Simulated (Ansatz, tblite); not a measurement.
Cost and result up the ladder for cis-Cu(H2O)2Cl2 (CuCl2O2H4) (9 atoms). Charge 0, multiplicity 2. Geometry: PBE-D4/def2-SVP.

```xyz
9

Cu   -0.625   -0.054   -0.047
O     0.889   -1.085    0.965
H     0.167   -1.631    1.394
H     1.224   -0.516    1.687
O     0.824    1.234   -0.835
H     0.092    1.653   -1.375
H     1.356    0.740   -1.492
Cl   -1.970    1.030   -1.453
Cl   -1.959   -1.371    1.155
```

Ansatz on 4 threads of Arm Neoverse V1 on a shared host; xTB runs through tblite on one thread. Times are rough, summed over both states, and most runs start from the orbitals of an earlier one. No level here is sound enough to serve as a yardstick. The other state is a singlet.

The xTB rows come from tblite. No other spin state of charge 0 was run.

Run but left out: HF/def2-TZVP (charge +1 singlet: restricted singlet with a triplet 3.13 eV lower at the same geometry).

Raw xTB energies of ions are shifted by several eV, and xTB has no spin-polarisation term.

| level | functions | wall time | vertical IE (eV) | remarks |
| --- | --- | --- | --- | --- |
| GFN2-xTB | 39 | 0.012 s | 13.43 | – |
| GFN1-xTB | 43 | 0.021 s | 13.57 | – |
| PBE-D4/def2-TZVP | 205 | 6.6 s | 9.23 | restricted singlet, untested (+1 singlet) |
| PBE0-D4/def2-TZVP (with forces) | 205 | 13 s | 10.08 | restricted singlet, untested (+1 singlet) |
